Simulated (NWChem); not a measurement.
Species: AlSiH₄O₂Cl; SMILES [OH][Al]([Cl])[O][SiH3]

```xyz
9

Al    -0.4573     0.7024     0.0018
Cl     1.1869     1.9834     0.0084
O     -1.9847     1.4184    -0.0046
H     -2.8205     0.9501    -0.0100
O     -0.2332    -0.9671     0.0033
Si     0.3041    -2.5269     0.0020
H     -0.7372    -3.4154    -0.5966
H      0.5749    -2.9768     1.4006
H      1.5589    -2.6496    -0.7996
```
Atoms are numbered in this order, from 1.

All runs: NWChem. Pople sets run with spherical d functions. All runs use the structure optimised with PBE0/def2-SVP. GIAO values for the isolated, static molecule; σ is the absolute isotropic shielding, δ = σ(reference) − σ with the isolated reference molecule computed at the same levels (1H: tetramethylsilane, 17O: water, 29Si: tetramethylsilane).

For level B3LYP/6-31G*:

| Quantity | Result |
|---|---|
| σ Al1 (ppm) | 509.7 |
| σ Cl2 (ppm) | 1041.0 |
| δ O3 (ppm) | 17.7 |
| δ H4 (ppm) | 1.27 |
| δ O5 (ppm) | 21.3 |
| δ Si6 (ppm) | -18.9 |

Question: What are these values for level B3LYP/6-311G**?

Answer: 
| Property | Value |
|---|---|
| σ Al1 (ppm) | 460.5 |
| σ Cl2 (ppm) | 1012.7 |
| δ O3 (ppm) | 32.2 |
| δ H4 (ppm) | 1.49 |
| δ O5 (ppm) | 31.4 |
| δ Si6 (ppm) | -44.1 |
